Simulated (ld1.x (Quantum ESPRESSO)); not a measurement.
**Pseudopotential generation for C (Z = 6): TM, PBE, scalar-relativistic.**

ld1.x (Quantum ESPRESSO) 7.5 was run on this input:

```
&input
   title='C', zed=6., rel=1, dft='PBE', iswitch=3,
   config='[He] 2s2 2p1 3d-2',
   nld=3, rlderiv=1.80, eminld=-4.0, emaxld=5.0, deld=0.02
 /
 &inputp
   pseudotype=2, tm=.true., lloc=1,
   nlcc=.false.,
   file_pseudopw='C.UPF', file_wfcaegen='ae.wfc', file_wfcncgen='nc.wfc', file_beta='beta', file_chi='chi'
 /
3
2S  1  0   2.00   0.00  0.80  0.80  0.0
3D  3  2  -2.00   0.30  1.60  1.60  0.0
2P  2  1   1.00   0.00  1.65  1.65  0.0
 &test
   configts(1)='2s2 2p1'
 /
```

Command:

```bash
ld1.x < C.in > C.out
```

Resulting log (shortened: banner, matrices, multipoles, cross overlaps and the repeated all-electron block are left out):

```
Program LD1 v.7.5
     --------------------------- All-electron run ----------------------------

     C
     scalar relativistic calculation

     atomic number is  6.00
     dft =PBE   lsd =0 sic =0 latt =0  beta=0.20 tr2=1.0E-14
     Exchange-correlation= PBE
                           (   1   4   3   4   0   0   0)
     mesh =1073 r(mesh) = 100.30751 a.u. xmin = -7.00 dx = 0.01250
     1 Ry =  13.60569312 eV, c = 137.03599908

     n l     nl                  e(Ry)          e(Ha)          e(eV)
     1 0     1S 1( 2.00)       -21.1966       -10.5983      -288.3940
     2 0     2S 1( 2.00)        -1.8932        -0.9466       -25.7584
     2 1     2P 1( 1.00)        -1.2498        -0.6249       -17.0049

     final scf error:  8.6E-15 reached in  21 iterations

     Etot =     -74.731642 Ry,     -37.365821 Ha,   -1016.775790 eV

     Ekin =      74.574708 Ry,      37.287354 Ha,    1014.640592 eV
     Encl =    -169.742865 Ry,     -84.871432 Ha,   -2309.469330 eV
     Eh   =      29.957005 Ry,      14.978502 Ha,     407.585813 eV
     Exc  =      -9.520490 Ry,      -4.760245 Ha,    -129.532864 eV

     normalization and overlap integrals

     s(1S/1S) =  1.000000  <r> =   0.2705  <r2> =    0.0992  r(max) =   0.1730
     s(2S/2S) =  1.000000  <r> =   1.4629  <r2> =    2.5502  r(max) =   1.1714
     s(2P/2P) =  1.000000  <r> =   1.5048  <r2> =    2.8401  r(max) =   1.1143

     ------------------------ End of All-electron run ------------------------

     --------------------- Generating NC pseudopotential ---------------------

      Generating local pot.: lloc=1, matching radius rcloc =   1.6500

      Wfc   2S  rcut= 0.805  Using Troullier-Martins method

      Wfc   3D  rcut= 1.581  Using Troullier-Martins method

     ------------------- End of pseudopotential generation -------------------

     Computing logarithmic derivative in   1.80310
     Computing logarithmic derivative in   1.80310
     Computing the partial wave expansion
     R is outside the sphere for l=    0 j= 0.00
       no projector for channel:   1
     R is outside the sphere for l=    2 j= 0.00

     ---------------------- Testing the pseudopotential ----------------------

     C
     scalar relativistic calculation

     atomic number is  6.00   valence charge is  4.00
     dft =PBE   lsd =0 sic =0 latt =0  beta=0.20 tr2=1.0E-14
     mesh =1073 r(mesh) = 100.30751 xmin = -7.00 dx = 0.01250

     n l     nl             e AE (Ry)        e PS (Ry)    De AE-PS (Ry)
     1 0     2S   1( 2.00)       -1.89321       -1.89320       -0.00001
     2 1     2P   1( 1.00)       -1.24984       -1.24984        0.00000

     eps = 9.4E-15  iter = 19

     Etot =     -74.731642 Ry,     -37.365821 Ha,   -1016.775790 eV
     Etotps =    -9.926957 Ry,      -4.963478 Ha,    -135.063125 eV

     Ekin =       4.883596 Ry,       2.441798 Ha,      66.444709 eV
     Encl =     -20.211313 Ry,     -10.105656 Ha,    -274.988920 eV
     Ehrt =       5.521018 Ry,       2.760509 Ha,      75.117281 eV
     Ecxc =      -2.178303 Ry,      -1.089151 Ha,     -29.637317 eV
     Epseu=       2.058044 Ry,       1.029022 Ha,      28.001122 eV

     ---------------------- End of pseudopotential test ----------------------
```

Generation and configuration tests took about 0.9 s on one core of a shared server CPU.
